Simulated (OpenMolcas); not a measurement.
Zr2+.

| Property | Result |
| --- | --- |
| Program | OpenMolcas 26.06 |
| Method | RASSCF |
| Basis | ANO-RCC-VDZP [6s5p3d1f] |
| Scalar Hamiltonian | DKH2, point nucleus |
| Active space | 2 electrons in 9 orbitals (RAS2 4d 5s; RAS3 5p, at most 2 electrons) |
| State averaging | 2S+1 = 3 even, 15 roots; 2S+1 = 1 even, 21 roots kept (CI in the orbitals of an earlier block); 2S+1 = 3 odd, 18 roots; 2S+1 = 1 odd, 18 roots kept (CI in the orbitals of an earlier block) |
| Spin-orbit coupling | RASSI with atomic mean-field integrals over the reference wave functions, term energies averaged over their components |

Levels without dynamic correlation, in cm⁻¹ above 4d² ³F₂:

```
  Level      E
4d² ¹G₄  13694
4d² ¹D₂   7102
4d² ³P₀   9883
4d² ¹S₀  29805
```

On this reference, MS-RASPT2, IPEA 0.25 Eh, imaginary shift 0.1 Eh (closed shells correlated: 4s 4p) puts 4d² ¹G₄ at 11890 cm⁻¹.

**Question.** Estimate the other levels at that method by one scale factor, and say how well it serves.

**Answer.** The factor is 11890 / 13694 = 0.868. Scaled values beside those that MS-RASPT2 gives and measured ones (Moore, Atomic Energy Levels, vol. II, NSRDS-NBS 35 (1971 reprint of NBS Circular 467, 1952); NIST levels as listed in Rynkun, Gaigalas and Jonsson, Astron. Astrophys. 637, A10 (2020)):
```
  Level  Scaled  MS-RASPT2  Miss (%)  Measured
4d² ¹D₂    6165       5450     +13.1      5742
4d² ³P₀    8578       8330      +3.0      8062
4d² ¹S₀   25871      23340     +10.8     23979
```
For these levels the scaled values miss MS-RASPT2 by up to 13.1 %, as correlation changes each term by its own factor, spin-orbit parts do not scale and CASPT2 has its own spread within terms. This holds within one configuration; levels of others move differently, and the target method has errors of its own against measurement.

Term energies are means over components that CASPT2 splits; among the terms shown or strongly mixed into the levels shown the widest spread is 560 cm-1 (4d² ¹G, MS-RASPT2). Terms from blocks run as CI alone lack orbitals of their own. Without dynamic correlation excited terms often stand tens of per cent too high (terms of higher spin than the ground term too low), and those without a measured partner can miss by more than the paired ones (holds for RASSCF). Measured partners are found by configuration, term and J. A level has none where our copy of the source lacks it or the pairing is in doubt (some pairs that miss far off the trend of their configuration count as doubtful), and it then counts in no deviation. Only configurations of the active space appear.
